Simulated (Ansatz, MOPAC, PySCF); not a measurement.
Species: C$_{3}$H$_{8}$N (charge +1, singlet). SMILES: [NH3+]C1CC1
Geometry: optimised at B3LYP-D3(BJ)/def2-TZVP (Ansatz, an electronic-structure program).

Unscaled harmonic wavenumbers (cm⁻¹) in rising order, each level at the stationary point that it reaches from this structure (no distance between atoms moves by over 0.3 Å); the order of modes can differ between levels, and a negative number is imaginary. B3LYP-D3(BJ)/def2-TZVP (PySCF, at the structure above): 204, 355, 367, 738, 791, 836, 897, 918, 994, 1080, 1105, 1126, 1168, 1195, 1199, 1248, 1422, 1476, 1502, 1527, 1656, 1663, 3141, 3143, 3202, 3226, 3236, 3374, 3442, 3454.

PM3 (MOPAC): 133, 359, 425, 803, 864, 873, 923, 975, 1000, 1070, 1103, 1132, 1176, 1178, 1193, 1234, 1382, 1382, 1541, 1609, 1724, 1728, 2927, 3059, 3072, 3109, 3111, 3397, 3406, 3560. Zero-point energy 70.7 against 71.0 kcal/mol; where all levels lie over 400 cm⁻¹, the wavenumbers are on average 1.006 times those of B3LYP-D3(BJ)/def2-TZVP.

PM7 (MOPAC): 121, 339, 402, 790, 858, 873, 901, 953, 988, 1085, 1102, 1117, 1177, 1200, 1236, 1319, 1325, 1344, 1461, 1573, 1576, 1604, 2618, 2620, 2659, 2676, 2702, 2704, 2759, 2760. Zero-point energy 64.1 against 71.0 kcal/mol; where all levels lie over 400 cm⁻¹, the wavenumbers are on average 0.950 times those of B3LYP-D3(BJ)/def2-TZVP.

HF/3-21G (Ansatz): 200, 386, 393, 770, 855, 900, 958, 964, 1081, 1223, 1229, 1250, 1270, 1301, 1308, 1337, 1520, 1618, 1641, 1705, 1833, 1838, 3330, 3335, 3406, 3418, 3431, 3529, 3601, 3611. Zero-point energy 76.1 against 71.0 kcal/mol; where all levels lie over 400 cm⁻¹, the wavenumbers are on average 1.079 times those of B3LYP-D3(BJ)/def2-TZVP.

HF/6-31G* (Ansatz): 213, 382, 394, 798, 853, 905, 976, 1004, 1080, 1216, 1223, 1252, 1281, 1300, 1310, 1349, 1546, 1613, 1665, 1694, 1821, 1828, 3322, 3329, 3401, 3414, 3425, 3616, 3714, 3720. Zero-point energy 76.7 against 71.0 kcal/mol; where all levels lie over 400 cm⁻¹, the wavenumbers are on average 1.086 times those of B3LYP-D3(BJ)/def2-TZVP.
